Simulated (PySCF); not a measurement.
## SbH⁺: energy against distance

Set-up: basis Sb cc-pVTZ-PP with ECP28, H cc-pVTZ; scalar-relativistic core potentials; PySCF 2.14. Energies in eV from Sb⁺ + H in their ground configurations at the same level. State: ²Π (doublet), unpaired electrons π ↑.

All columns are PBE0. A positive dipole points towards H; it is taken about the centre of mass and depends on that origin.

```json
{"R (Å)": "1.477", "E (eV)": "-2.114", "μ (D)": "0.64", "Mulliken charge on Sb (basis-dependent)": "0.90", "HOMO (eV)": "-13.54", "LUMO (eV)": "-11.39", "Mayer bond order": "0.98", "⟨S²⟩": "0.75"}
{"R (Å)": "1.545", "E (eV)": "-2.434", "μ (D)": "0.56", "Mulliken charge on Sb (basis-dependent)": "0.92", "HOMO (eV)": "-13.52", "LUMO (eV)": "-11.37", "Mayer bond order": "0.98", "⟨S²⟩": "0.75"}
{"R (Å)": "1.614", "E (eV)": "-2.617", "μ (D)": "0.49", "Mulliken charge on Sb (basis-dependent)": "0.93", "HOMO (eV)": "-13.51", "LUMO (eV)": "-11.36", "Mayer bond order": "0.98", "⟨S²⟩": "0.75"}
{"R (Å)": "1.665", "E (eV)": "-2.685", "μ (D)": "0.44", "Mulliken charge on Sb (basis-dependent)": "0.93", "HOMO (eV)": "-13.50", "LUMO (eV)": "-11.35", "Mayer bond order": "0.98", "⟨S²⟩": "0.75"}
{"R (Å)": "1.717", "E (eV)": "-2.705", "μ (D)": "0.39", "Mulliken charge on Sb (basis-dependent)": "0.93", "HOMO (eV)": "-13.49", "LUMO (eV)": "-11.34", "Mayer bond order": "0.98", "⟨S²⟩": "0.75"}
{"R (Å)": "1.768", "E (eV)": "-2.686", "μ (D)": "0.35", "Mulliken charge on Sb (basis-dependent)": "0.93", "HOMO (eV)": "-13.49", "LUMO (eV)": "-11.34", "Mayer bond order": "0.99", "⟨S²⟩": "0.75"}
{"R (Å)": "1.837", "E (eV)": "-2.614", "μ (D)": "0.31", "Mulliken charge on Sb (basis-dependent)": "0.93", "HOMO (eV)": "-13.48", "LUMO (eV)": "-11.33", "Mayer bond order": "0.99", "⟨S²⟩": "0.75"}
{"R (Å)": "1.923", "E (eV)": "-2.466", "μ (D)": "0.27", "Mulliken charge on Sb (basis-dependent)": "0.93", "HOMO (eV)": "-13.47", "LUMO (eV)": "-11.33", "Mayer bond order": "0.99", "⟨S²⟩": "0.75"}
{"R (Å)": "2.026", "E (eV)": "-2.233", "μ (D)": "0.24", "Mulliken charge on Sb (basis-dependent)": "0.92", "HOMO (eV)": "-13.47", "LUMO (eV)": "-11.32", "Mayer bond order": "0.98", "⟨S²⟩": "0.76"}
{"R (Å)": "2.163", "E (eV)": "-1.868", "μ (D)": "0.24", "Mulliken charge on Sb (basis-dependent)": "0.91", "HOMO (eV)": "-13.47", "LUMO (eV)": "-11.32", "Mayer bond order": "0.98", "⟨S²⟩": "0.76"}
```

A fit through these points gives, at Re = 1.716 Å, μ = 0.39 D and dμ/dR = -0.805 D/Å; the reduced mass is 0.9995 u.

Q: How strong is the fundamental in the double-harmonic approximation, I = 42.26·(dμ/dR)²/μred km/mol?

A: I = 42.26·(-0.805)²/0.9995 = 27.4 km/mol at PBE0.

These are scalar-relativistic numbers at best; spin–orbit coupling would shift them, the dissociation energy most. For an ion De counts to the pair picked by the measured ionisation energies or electron affinities, which need not be the lowest pair at this level. The state is the lowest determinant that a PBE0 search found; another state may lie lower at other levels.
